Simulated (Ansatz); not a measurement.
H7N2OScSi, SMILES `[NH2][Sc]([NH2])[O][SiH3]`. Total charge 0; spin multiplicity 1. Correlated methods include outer-core shells of Sc, which these sets cover unevenly. Scalar relativity is left out up to krypton.

```
atom   x (Å)   y (Å)   z (Å)
  N1  -2.338   0.990   0.131
 Sc2  -0.695  -0.061   0.500
  N3  -0.682  -1.292   2.058
  O4   0.839   0.102  -0.620
 Si5   2.155   0.216  -1.562
  H6  -3.196   0.964   0.669
  H7  -2.482   1.649  -0.624
  H8  -1.446  -1.447   2.705
  H9   0.084  -1.883   2.357
 H10   2.645   1.623  -1.621
 H11   3.263  -0.634  -1.040
 H12   1.852  -0.227  -2.953
```

Q: Give the diagnostics of a CCSD(T)/def2-TZVPP run (frozen core, Ansatz 0.2.0). (Estimate.)

A: Computed: T1 = 0.0144, largest single amplitude 0.039, largest double 0.024, (T) share of the correlation energy 3.7 %, 10 CCSD cycles. The RHF solution is stable towards an unrestricted one. T1 lies under the customary mark of 0.02 for closed shells.
